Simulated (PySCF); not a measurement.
Computed with B3LYP-D3(BJ)/def2-TZVP (PySCF). Isolated molecules, 0 K electronic values unless said otherwise. One relaxed conformer stands for a flexible species; it need not be the lowest. B3LYP has the VWN-RPA correlation part, as in Gaussian. Delta-SCF ions had no search for a lower state. Excitations are Tamm–Dancoff values on a coarser integration grid. The basis has no diffuse functions, so Rydberg states are missing or too high.

Reference species (SMILES): `BBNB` (neutral, multiplicity 1).

```json
{
 "S1 excitation (TDA)": "4.88 eV",
 "vertical ionisation energy (Delta-SCF)": "10.59 eV",
 "S1 oscillator strength": "0.007"
}
```

After one change: the S1 excitation (TDA) drops by 0.31 eV; the vertical ionisation energy (Delta-SCF) falls by 0.80 eV; the S1 oscillator strength is nearly the same.

**Question.** Which change was made? The new species is one of these.
(A) `BN(B)B`
(B) `BB(B)N`
(C) `BBBN`

**Answer.** C, `BBBN`
